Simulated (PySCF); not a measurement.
## From computed data to an observable: chemical shift, span and skew from a shielding tensor

Al(H)(OMe)2 (C2H7AlO2), SMILES [O]([AlH][O]C)C. Atoms are numbered in the order given.

```xyz
12

Al     0.0000     0.0000     1.0556
H      0.0000     0.0000     2.6173
O     -1.4897     0.0000     0.2511
C     -2.0818     0.0000    -1.0104
H     -2.7245     0.8902    -1.1409
H     -1.3426     0.0000    -1.8350
H     -2.7245    -0.8902    -1.1409
O      1.4897     0.0000     0.2511
C      2.0818     0.0000    -1.0104
H      1.3426     0.0000    -1.8350
H      2.7245     0.8902    -1.1409
H      2.7245    -0.8902    -1.1409
```

The structure is a stationary point at B3LYP-D3(BJ)/def2-SVP. The structure was generated by enumeration; whether it is a known compound was not checked. One conformer was computed; it need not be the lowest.

GIAO shieldings from PBE/pcSseg-1 (PySCF), non-relativistic, no solvent. The symmetric part of the tensor of C4 has the principal values 92.0, 95.0, 178.3 ppm. The same nucleus in TMS has σ = 182.0 ppm at this level (PySCF, at its B3LYP-D3(BJ)/def2-TZVP geometry).

Task: Work out the isotropic shielding, the ¹³C shift against TMS, the span and the skew.

Result: 
σ(iso) = (σ11 + σ22 + σ33)/3 = 121.8 ppm. δ = σ(ref) − σ(iso) = 182.0 − (121.8) = 60.2 ppm.
Span Ω = σ33 − σ11 = 86.3 ppm. Skew κ = 3(σ(iso) − σ22)/Ω = 0.93. Tumbling in solution averages the tensor to δ; in a static solid the shielding alone would spread this spin-1/2 line over Ω.
